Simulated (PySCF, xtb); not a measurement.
Ti(OH)2(H)2 (H4O2Ti), SMILES [OH][TiH2][OH], multiplicity 1. Other conformers were not sampled.

Harmonic wavenumbers (cm⁻¹) from GFN2-xTB run with xtb at its own minimum, in rising order: 149, 299, 303, 314, 399, 444, 583, 597, 626, 676, 813, 1465, 1508, 3592, 3594.

### Question
What does B3LYP-D3(BJ)/def2-TZVP in PySCF 2.14.0 give at its own minimum? (An estimate is asked for; the answer gives what the named calculation found.)

### Answer
165, 203, 230, 255, 369, 376, 581, 585, 601, 791, 861, 1734, 1767, 3915, 3920. Paired by order, the mean absolute difference is 115 cm⁻¹ and the zero-point energies are 22.0 and 23.4 kcal/mol.
